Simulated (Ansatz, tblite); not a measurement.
Removing and adding an electron: `CCC(CC(C)c1ccc(Cl)cc1)c1ccc(Cl)cc1`. Charge 0, multiplicity 1. Geometry: r2SCAN-D4/def2-SVP. Ansatz, gas phase; energy differences of separate SCF runs; the oxidised species was run as a doublet alone; the reduced species was run as a doublet alone.

```xyz
40

C     3.961    0.663   -0.993
C     2.933    0.264    0.058
C     1.482    0.601   -0.332
C     0.527    0.280    0.831
C    -0.963    0.554    0.558
C    -1.238    2.026    0.231
C    -1.801    0.058    1.719
C    -2.590   -1.096    1.590
C    -3.350   -1.587    2.655
C    -3.319   -0.912    3.878
Cl   -4.260   -1.511    5.218
C    -2.541    0.239    4.041
C    -1.791    0.712    2.963
C     1.067   -0.096   -1.612
C     0.792    0.631   -2.780
C     0.409   -0.004   -3.965
C     0.300   -1.395   -3.985
Cl   -0.178   -2.203   -5.453
C     0.572   -2.150   -2.839
C     0.952   -1.496   -1.667
H     3.915    1.745   -1.204
H     3.792    0.133   -1.944
H     4.985    0.433   -0.657
H     3.005   -0.821    0.262
H     3.158    0.767    1.016
H     1.442    1.689   -0.525
H     0.845    0.860    1.718
H     0.644   -0.782    1.112
H    -1.253   -0.045   -0.324
H    -0.867    2.694    1.027
H    -0.746    2.322   -0.708
H    -2.317    2.207    0.115
H    -2.614   -1.624    0.630
H    -3.963   -2.485    2.543
H    -2.528    0.754    5.005
H    -1.186    1.615    3.101
H     0.881    1.722   -2.765
H     0.197    0.572   -4.869
H     0.483   -3.239   -2.873
H     1.162   -2.096   -0.775
```

The xTB rows come from tblite. Correlated methods freeze 28 core orbitals. Single mean-field runs in def2-TZVP are fitted with def2-universal-jkfit. HOMO above LUMO, or a gap near zero within one spin, warns that the state may not be the lowest or that an electron is smeared out.

Question: Estimate orbital energies and vertical ionisation energies and electron affinities at: GFN1-xTB; GFN2-xTB; PBE-D4/def2-TZVP; PBE0-D4/def2-TZVP; B2PLYP/def2-TZVP.

Answer: 
| level | −HOMO (eV) | vertical IE (eV) | −LUMO (eV) | vertical EA (eV) | HOMO–LUMO gap (eV) | IE − EA (eV) | remarks |
| --- | --- | --- | --- | --- | --- | --- | --- |
| GFN1-xTB | 11.55 | 13.26 | 7.46 | 5.58 | 4.09 | 7.68 | – |
| GFN2-xTB | 10.65 | 12.41 | 6.56 | 4.66 | 4.09 | 7.75 | – |
| PBE-D4/def2-TZVP | 5.83 | 7.66 | 1.61 | -0.15 | 4.22 | 7.81 | HOMO above zero (-1 doublet), gap within one spin near zero (+1 doublet), gap within one spin near zero (-1 doublet) |
| PBE0-D4/def2-TZVP | 6.83 | 8.10 | 0.73 | -0.46 | 6.10 | 8.57 | HOMO above zero (-1 doublet) |
| B2PLYP/def2-TZVP | – | 8.17 | – | -0.86 | – | 9.03 | – |

Relaxing the oxidised species (r2SCAN-D4/def2-SVP) changes its energy by -0.11 eV at PBE-D4/def2-TZVP, so the adiabatic ionisation energy to this nearest minimum is 7.55 eV. At PBE0-D4/def2-TZVP it is 7.96 eV.  Relaxing the reduced species (r2SCAN-D4/def2-SVP) changes its energy by -0.09 eV at PBE-D4/def2-TZVP, so the adiabatic electron affinity to this nearest minimum is -0.07 eV. At PBE0-D4/def2-TZVP it is -0.43 eV. The highest occupied level of the relaxed charge -1 doublet lies above zero (up to 1.78 eV). Energy differences put its binding near zero (-0.07 eV; each at its own geometry, to the charge 0 singlet, at PBE-D4/def2-TZVP), which leaves it undecided. The gap within one spin of the relaxed charge -1 doublet nearly closes, so an electron or hole may be smeared out by delocalisation error.     A HOMO above zero means that the electron is unbound at that level or that self-interaction error raises the level; the energy of removing that electron tells which. Raw xTB energy differences between charge states are shifted by several eV; the methods need an empirical correction for them. Sets without diffuse functions give affinities that are too small. A negative affinity means that the extra electron isn't bound; its size then hangs on the basis.
